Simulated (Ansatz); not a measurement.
A run for Ansatz (a program for electronic structure): R-RI-MP2/cc-pVQZ on C3H8O (SMILES CCOC), a point of a torsion scan. Files ending in .json are basis or fitting sets from the Basis Set Exchange.

Ansatz 0.2 input:
```yaml
crystal:
  periodic: [false, false, false]
  atoms:
    - {symbol: C, position_ang: [1.02199903, -2.16330320, -0.77078950]}
    - {symbol: C, position_ang: [0.56893247, -0.81922790, -0.21631697]}
    - {symbol: O, position_ang: [-0.61332293, -0.40850060, -0.88057521]}
    - {symbol: C, position_ang: [-1.57199013, 0.19399264, -0.05457222]}
    - {symbol: H, position_ang: [1.94782310, -2.47102001, -0.29215881]}
    - {symbol: H, position_ang: [0.25881744, -2.91600253, -0.59216214]}
    - {symbol: H, position_ang: [1.18261867, -2.08328725, -1.84221209]}
    - {symbol: H, position_ang: [0.38309681, -0.91125294, 0.86192810]}
    - {symbol: H, position_ang: [1.35152124, -0.06058172, -0.36379308]}
    - {symbol: H, position_ang: [-1.19574585, 1.12269413, 0.39385552]}
    - {symbol: H, position_ang: [-1.89277131, -0.48021719, 0.74976298]}
    - {symbol: H, position_ang: [-2.42424266, 0.42507580, -0.69121359]}
basis:
  gaussian:
    orbitals: cc-pVQZ
    fitting: {mean_field: def2-universal-JKFIT, correlation: cc-pVQZ-RIFIT.json}
magnetization: {spin_polarized: false}
correlation: {method: mp2, electrons: outside_noble_gas}
scf: {lower_state_search: off}
```

Q: What total energy does the run end on?

A: -194.0134 hartree.

Q: How many basis functions does it have, and what does it roughly cost on one machine?

A: 460 functions; around 21 core-seconds (rough).
